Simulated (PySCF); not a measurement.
**Bi2O2(OH)2 at several levels of theory**

Computed with PySCF 2.14.0 (density fitting, no spin-orbit coupling) at the geometry relaxed with B3LYP:

```xyz
8
Bi2O2(OH)2 (singlet; a saddle point, relaxed within its symmetry)
Bi   -0.0713    0.4177    1.6253
Bi   -0.0713    0.4177   -1.6253
O     0.5634    1.6242    0.0000
O    -0.5987   -0.8397    0.0000
O     1.7555   -0.4451    2.1884
H     2.2906   -0.7138    1.4259
O     1.7555   -0.4451   -2.1884
H     2.2906   -0.7138   -1.4259
```

```csv
level,basis,state,HOMO (eV),gap (eV),charge on Bi1 (e),dipole about the centre of mass (D),largest force component (eV/Å)
B3LYP,"Bi def2-SVP with ECP60, O def2-SVP, H def2-SVP",singlet,-7.20,5.03,1.07,3.14,0.02
PBE,the same,singlet,-5.93,3.32,0.95,2.67,0.50
B3LYP,"Bi def2-TZVP with ECP60, O def2-TZVP, H def2-TZVP",singlet,-7.59,5.14,1.18,3.56,0.69
B3LYP,"Bi x2c-SVPall, O x2c-SVPall, H x2c-SVPall",singlet,-7.20,5.04,1.12,3.20,0.63
```

Charges are Mulliken's, which hang on the basis. The relaxation used the grid (50, 194), these runs (75, 302) or, all-electron (x2c bases, spin-free X2C Hamiltonian), (99, 590).

Problem. A further run in the first row's basis gives HOMO (eV) -9.82, gap (eV) 9.77, charge on Bi1 (e) 1.13, dipole about the centre of mass (D) 3.50, largest force component (eV/Å) 0.58. Which level was it?
A. TPSSh
B. revPBE
C. wB97X

Solution. C. The others give HOMO -5.86 eV (revPBE); -6.66 eV (TPSSh).

In the first row's basis the gap widens with exact exchange: 3.3 to 3.4 eV for PBE, revPBE (none); 4.4 to 5.0 eV for TPSSh, B3LYP (a fixed share); 9.8 eV for wB97X (rising or full at long range).
